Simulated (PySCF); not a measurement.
A PySCF script (with the pyscf-properties extension) for the NMR shieldings of `C(CN[Si@H](NC)N)(F)(F)F`, C$_{3}$H$_{10}$F$_{3}$N$_{3}$Si, on a GFN2-xTB geometry:

```python
import basis_set_exchange as bse
import numpy as np
from pyscf import gto, dft
from pyscf.prop import nmr

atoms = """
C     2.377699    1.430047   -0.898098
N     1.058132    0.844551   -0.817803
Si    0.718811   -0.611625    0.026910
N     1.891126   -1.730746   -0.551707
N    -0.911232   -1.133520   -0.294376
C    -2.026482   -0.733875    0.496160
C    -2.534269    0.671357    0.164486
F    -1.691870    1.637591    0.564332
F    -3.716021    0.934886    0.746712
F    -2.710105    0.847638   -1.154277
H     3.112121    0.631218   -0.855341
H     2.489258    1.968575   -1.841637
H     2.574684    2.124849   -0.076125
H     0.344447    1.558032   -0.824252
H     0.822021   -0.633973    1.488740
H     1.848413   -2.679726   -0.222487
H     2.127369   -1.714859   -1.529757
H    -1.163496   -1.258698   -1.263487
H    -1.738796   -0.727707    1.549421
H    -2.876955   -1.413337    0.360471
"""
names = dict.fromkeys(["C", "N", "Si", "F", "H"], "pcSseg-1")
basis = {el: gto.basis.parse(bse.get_basis(n, elements=[el], fmt="nwchem")) for el, n in names.items()}
mol = gto.M(atom=atoms, basis=basis, charge=0, verbose=0)
mf = dft.RKS(mol, xc="PBE0")
mf.grids.level = 2
mf.grids.alignment = dft.numint.BLKSIZE   # the property module wants whole blocks of grid points
mf.conv_tol = 1e-9
mf.kernel()

calc = nmr.RKS(mf)   # GIAO
C = mf.mo_coeff
Co = C[:, mf.mo_occ > 0]
resp = mf.gen_response(singlet=True, hermi=2)
def vind(x):   # induced exchange potential for any number of trial vectors
    d = np.einsum("pi,xij,qj->xpq", C, 2 * x.reshape(-1, C.shape[1], Co.shape[1]), Co, optimize=True)
    return np.einsum("xpq,pi,qj->xij", resp(d - d.transpose(0, 2, 1)), C, Co, optimize=True).ravel()
mo1, _ = nmr.rhf.solve_mo1(calc, with_cphf=vind)
sigma = calc.kernel(mo1)
for i, s in enumerate(sigma):   # ppm
    print("%2d %-2s %9.2f" % (i, mol.atom_pure_symbol(i), np.trace(s) / 3))
```

Question: Give the expected output.

Answer: 
```
 0 C     155.69
 1 N     235.06
 2 Si    379.42
 3 N     243.43
 4 N     225.22
 5 C     137.59
 6 C      52.05
 7 F     262.81
 8 F     263.08
 9 F     265.88
10 H      28.80
11 H      28.95
12 H      28.91
13 H      31.24
14 H      26.95
15 H      31.49
16 H      31.32
17 H      30.90
18 H      28.30
19 H      28.24
```

These numbers come from an equivalent density-fitted implementation of the same equations, which agrees with the script to about 0.01 ppm for H and up to a few tenths of a ppm for heavy atoms, so last digits may differ.

Question: Turn these shieldings into chemical shifts. δ = σ(ref) − σ, references computed at the same level: $^{13}$C (σ = 186.93 ppm) and $^{29}$Si (σ = 349.16 ppm) and $^{1}$H (σ = 31.72 ppm) against TMS; NH3 for $^{15}$N (σ = 267.73 ppm); $^{19}$F (σ = 170.95 ppm) vs CFCl3.

Answer: Averaging equivalent atoms: C 6: 134.9; C 5: 49.3; C 0: 31.2; N 4: 42.5; N 1: 32.7; N 3: 24.3; Si 2: -30.3; F 7/8/9: -93.0; H 14: 4.77; H 19: 3.47; H 18: 3.42; H 10/11/12: 2.83; H 17: 0.81; H 13: 0.48; H 15/16: 0.32 ppm. Unscaled 19F shifts against computed CFCl3 carry errors that often reach 10 to 50 ppm. Experimental scales use liquid or dissolved standards, which lie at an offset from isolated NH3 (liquid NH3: subtract about 20 ppm).

Size and cost of the density-fitted run: 227 basis functions, 110 s wall time on 1 thread of an Arm Neoverse N1, shared host; peak memory 1.1 GiB.
